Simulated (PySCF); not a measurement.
PbCl3, doublet: structure and spectrum

Level of theory: UPBE0 in PySCF with Pb def2-SVP with ECP60, Cl def2-SVP; scalar-relativistic core potentials, no spin–orbit coupling; density-fitted integrals.

The structure is a minimum.

Coordinates in bohr (charge 0 multiplicity 2):
```
Pb    0.0000    0.0000   -0.5022
Cl    4.4364    0.0000    1.0364
Cl   -2.2182    3.8420    1.0364
Cl   -2.2181   -3.8420    1.0364
```

```
Point group                                                                   : C3v
Bond lengths                                                                  : Pb–Cl 2.485 Å (×3)
Bond angles                                                                   : Cl–Pb–Cl 109.8° (×3)
Dipole moment                                                                 : 2.52 D
Atomisation energy without zero-point energy                                  : 851 kJ/mol
Zero-point energy                                                             : 6.8 kJ/mol
Entropy at 298.15 K and 1 bar (electronic part: spin only)                    : 368.7 J/(mol K)
Principal quadrupole moments (Buckingham, traceless) about the centre of mass : -4.07, -4.07, 8.14 D Å
Lowest empty level (β)                                                        : -5.91 eV
Rotational symmetry number                                                    : 3
Rotational constants                                                          : 0.05027, 0.05027, 0.02916 cm⁻¹
Highest occupied level (α)                                                    : -8.15 eV
Heat capacity Cp at 298.15 K                                                  : 78.9 J/(mol K)
Enthalpy at 298.15 K above 0 K                                                : 19.39 kJ/mol
Principal polarisabilities                                                    : 44.7, 92.3, 92.3 bohr³
Spin squared ⟨S²⟩                                                             : 0.757
```

Harmonic modes (masses in u: Pb 207.977, Cl 34.969):
```json
{"symmetry": "a1", "ω (cm⁻¹)": "74", "IR (km/mol, summed over degenerate members)": "4.8", "type": "bend"}
{"symmetry": "e", "ω (cm⁻¹)": "75", "IR (km/mol, summed over degenerate members)": "6.2", "type": "bend"}
{"symmetry": "a1", "ω (cm⁻¹)": "292", "IR (km/mol, summed over degenerate members)": "6.1", "type": "stretch"}
{"symmetry": "e", "ω (cm⁻¹)": "307", "IR (km/mol, summed over degenerate members)": "64.5", "type": "stretch"}
```

In C3v the vibrations span 2a1 + 2e.

Charges (e):
```json
{"atom": "Pb1", "Mulliken": "0.79", "Löwdin": "0.26", "polar tensor": "1.27", "spin (Mulliken)": "0.24", "Mayer order to Pb1": "–"}
{"atom": "Cl2,3,4", "Mulliken": "-0.26", "Löwdin": "-0.09", "polar tensor": "-0.42", "spin (Mulliken)": "0.25", "Mayer order to Pb1": "0.90"}
```

Mulliken populations on Pb1 (electrons outside its core potential): s 3.70, p 7.32, d 10.19.

This need not be the most stable arrangement of these atoms. Spin–orbit coupling, left out here, can matter for elements this heavy.

The final relaxation and frequency run took 77 s on 2 threads of a shared Arm Neoverse N1 host, with 80 basis functions and 11 gradients; the process peaked at 0.98 GiB. Launch command: `OMP_NUM_THREADS=2 python axn.py task.json out`.
